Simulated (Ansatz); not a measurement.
C$_{3}$H$_{5}$NSi (`[SiH3]/C=C1C=N\1`), 10 atoms. The species carries charge 0 and has multiplicity 1. All runs use 2 threads of an Arm Neoverse V1 on a shared host. Correlated methods freeze the cores.

Q: How many basis functions does each run have, and how long does it take in Ansatz? RKS PBE0-D4/def2-TZVP relaxation (7 steps); RKS ωB97M-V/def2-QZVPP energy; direct RPA on PBE orbitals/def2-TZVPP energy; RKS PBE0-D4/def2-TZVP frequencies; RKS B2PLYP (frozen core)/def2-TZVPP energy; RKS PBE0-D4/def2-SVP energy; RKS PBE0-D4/def2-QZVPP energy; RHF-CCSD(T)/def2-SVP energy; RHF-MP2/def2-QZVPP energy; RKS HSE06 (plane-wave form)-D4/def2-TZVPP energy; RKS r2SCAN0-D4/def2-TZVPP energy; RKS ωB97M-V/def2-SVP energy. (An estimate is asked.)

A: Computed: Other jobs shared the machine, so times are rough.

```tsv
level	job	functions	wall time	peak host memory (GiB)
RKS PBE0-D4/def2-SVP	energy	99	1.4 s	0.48
RKS HSE06 (plane-wave form)-D4/def2-TZVPP	energy	236	4.7 s	0.53
RKS ωB97M-V/def2-SVP	energy	99	6 s	0.48
RHF-CCSD(T)/def2-SVP	energy	99	6.5 s	0.48
direct RPA on PBE orbitals/def2-TZVPP	energy	236	8 s	0.51
RKS r2SCAN0-D4/def2-TZVPP	energy	236	8 s	0.51
RKS B2PLYP (frozen core)/def2-TZVPP	energy	236	8.5 s	0.56
RKS PBE0-D4/def2-QZVPP	energy	448	12 s	1.2
RKS ωB97M-V/def2-QZVPP	energy	448	30 s	1.6
RHF-MP2/def2-QZVPP	energy	448	32 s	2.4
RKS PBE0-D4/def2-TZVP	relaxation (7 steps)	191	38 s	0.43
RKS PBE0-D4/def2-TZVP	frequencies	191	3.7 min	0.48
```
